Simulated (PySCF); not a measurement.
Orbital gap (eV) of eight silicon and germanium compounds: PBE beside PBE0, computed with PySCF for isolated molecules in the bases named; differences from unrounded values. The eight are the first of their class met in an unordered collection, after screening for sound electronic states; none was chosen by its value. Each molecule has one DFT geometry for both levels.

```json
[
 {"molecule": "Si(H)(SiH3) (H4Si2), SMILES [SiH][SiH3] (connectivity only; charge and spin as stated), neutral, multiplicity 1", "basis": "def2-TZVPD", "PBE0": "3.26", "PBE": "1.42", "difference": "-1.84"},
 {"molecule": "Si(H)(F)(Et)(OH) (C2H7FOSi), SMILES CC[SiH](O)F", "basis": "def2-TZVP", "PBE0": "9.04", "PBE": "(withheld)", "difference": "(withheld)"},
 {"molecule": "Si(H)(Me)(OH)(OMe) (C₂H₈O₂Si), SMILES CO[SiH](C)O", "basis": "def2-TZVP", "PBE0": "8.78", "PBE": "6.35", "difference": "-2.43"},
 {"molecule": "2,2-dichloroethyl(fluoro)silane (C2H5Cl2FSi), SMILES C(Cl)(C[SiH2]F)Cl", "basis": "def2-TZVP", "PBE0": "8.31", "PBE": "5.86", "difference": "-2.45"},
 {"molecule": "siletan-1-amine (C3H9NSi), SMILES N[SiH]1CCC1", "basis": "def2-TZVP", "PBE0": "7.83", "PBE": "5.67", "difference": "-2.16"},
 {"molecule": "CH8N2O2Si, SMILES CN[Si](N)(O)O", "basis": "def2-TZVP", "PBE0": "7.37", "PBE": "5.10", "difference": "-2.27"},
 {"molecule": "C₄H₇NSi, SMILES CC1=CN=C[SiH2]1", "basis": "def2-TZVP", "PBE0": "5.12", "PBE": "(withheld)", "difference": "(withheld)"},
 {"molecule": "C2H8FNOSi, SMILES C[Si@](N)(CF)O", "basis": "def2-TZVP", "PBE0": "8.15", "PBE": "(withheld)", "difference": "(withheld)"}
]
```

**Question.** Complete the blanks. (An estimate is asked for; the answer gives what the named calculation found.)

**Answer.** 
- Si(H)(F)(Et)(OH) (C2H7FOSi), SMILES CC[SiH](O)F, PBE: 6.77
- Si(H)(F)(Et)(OH) (C2H7FOSi), SMILES CC[SiH](O)F, difference: -2.27
- C₄H₇NSi, SMILES CC1=CN=C[SiH2]1, PBE: 2.87
- C₄H₇NSi, SMILES CC1=CN=C[SiH2]1, difference: -2.25
- C2H8FNOSi, SMILES C[Si@](N)(CF)O, PBE: 5.87
- C2H8FNOSi, SMILES C[Si@](N)(CF)O, difference: -2.28

PBE lies below PBE0 in 8 and above it in 0 of the eight; the mean signed difference is -2.24 and the largest -2.45 eV.
